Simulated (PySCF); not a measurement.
Calculated properties of `C[C](C)(F)[GeH3]`

C₃H₉FGe.
Numbering: `[CH3:1][C:2]([CH3:3])([F:4])[GeH3:5]` (hydrogens: H6, H7, H8 on C1; H9, H10, H11 on C3; H12, H13, H14 on Ge5)

PBE0-D3(BJ)/def2-SVP geometry optimisation, gas phase (PySCF):

* Point group: Cs
* Rotational constants A, B, C: 4.568, 1.954, 1.923 GHz

B3LYP/def2-SVPD ground state and vertical TDDFT (core frozen in the response) (PySCF):

- Dipole moment: 1.81 D
- HOMO energy: -7.78 eV
- LUMO energy: 0.01 eV
- HOMO–LUMO gap: 7.79 eV
- Lowest singlet excitation: 6.92 eV (179 nm, f = 0.020)
- Strongest line among the 6 lowest singlet transitions: S2 at 7.57 eV (164 nm, f = 0.216)
- Static isotropic polarisability: 72.2 au
- Electronic spatial extent ⟨r²⟩ about the centre of nuclear charge: 736 bohr²

Monoisotopic mass (most abundant isotopes): 137.9900 u.

With B = h/(8π²I), that is 505.379 GHz u Å² over I, the principal moments of inertia are 110.6, 258.7 and 262.8 u Å² (most abundant isotopes); the inertial defect Ic − Ia − Ib is -106.5 u Å² (zero for a rigid planar frame, negative otherwise). The largest Löwdin shares of the HOMO are 0.28 on C2, 0.21 on Ge5 and 0.18 on F4. The dipole matches unit charges of opposite sign 0.38 Å apart (1 e·Å = 4.8032 D). The principal polarisabilities are 65.4, 70.5 and 80.8 au; their mean is the isotropic value. The 6 singlets span 6.92 to 8.38 eV, and their oscillator strengths add up to 0.54.

The calculation is non-relativistic and has no spin–orbit coupling, an omission that weighs most on germanium.
